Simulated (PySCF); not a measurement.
Te2: one state, many levels of theory

State: ³Σg⁻ (triplet), unpaired electrons π ↑↑. Set-up: PySCF, scalar-relativistic core potentials, basis sets Te def2-SVP with ECP28. De refers to Te + Te in their high-spin ground configurations, without counterpoise correction. The functionals are run spin-unrestricted.

```
      Level  Re (Å)  ωe (cm⁻¹)  De (eV)  CPU s a point (SCF and correlation, without the integrals)
        UHF   2.538        284     0.80                                                        0.18
    UHF-MP2   2.603        242     2.51                                                        0.32
UHF-SCS-MP2   2.593        250     2.24                                                         n/a
   UHF-CCSD   2.591        254     2.15                                                         n/a
UHF-CCSD(T)   2.606        245     2.34                                                          10
        PBE   2.601        243     3.36                                                         0.6
     revPBE   2.608        240     3.10                                                        0.43
       TPSS   2.593        246     3.26                                                        0.78
     r²SCAN   2.578        254     3.07                                                        0.86
      B3LYP   2.597        247     2.93                                                        0.65
       PBE0   2.564        262     2.97                                                           1
```

Question: Which functional lies closest to UHF-CCSD(T) in De, which farthest, and by how much do they differ from it?

Answer: Closest is B3LYP (-0.9 pm in Re, +0.8 % in ωe, +0.59 eV in De against UHF-CCSD(T) in the same basis), farthest PBE (-0.5 pm in Re, -0.8 % in ωe, +1.02 eV in De). CCSD(T) converges more slowly with the basis than the functionals do and binds too weakly in this one, so the order can change at the basis-set limit.

Question: What does a quarter of exact exchange do here, going from PBE to PBE0?

Answer: PBE0 less PBE: -3.7 pm in Re, +7.8 % in ωe, -0.39 eV in De. Exact exchange removes part of the self-interaction that spreads semilocal densities, and in most molecules shortens and stiffens the bond and lowers De; so it does here.

Question: What does second-order correlation do here, going from UHF to UHF-MP2?

Answer: UHF-MP2 less UHF: +6.5 pm in Re, -14.8 % in ωe, +1.71 eV in De. Correlation nearly always deepens the well. The bond lengthens, as in strong covalent bonds, where excitations into antibonding orbitals dominate.

Correlated steps freeze 8 core orbitals. Correlated levels converge slowly with the basis: in double zeta they bind strong bonds too weakly, by up to about 1 eV, and carry superposition errors of some tenths. These are scalar-relativistic numbers at best; spin–orbit coupling would shift them, the dissociation energy most. The state was picked by a PBE0 search and need not be the measured ground state.

The whole job (state search and all levels along the bond) took about 2.9 min on 1 thread of AMD EPYC 7R43 64-Core (shared host), peak memory 0.58 GiB.
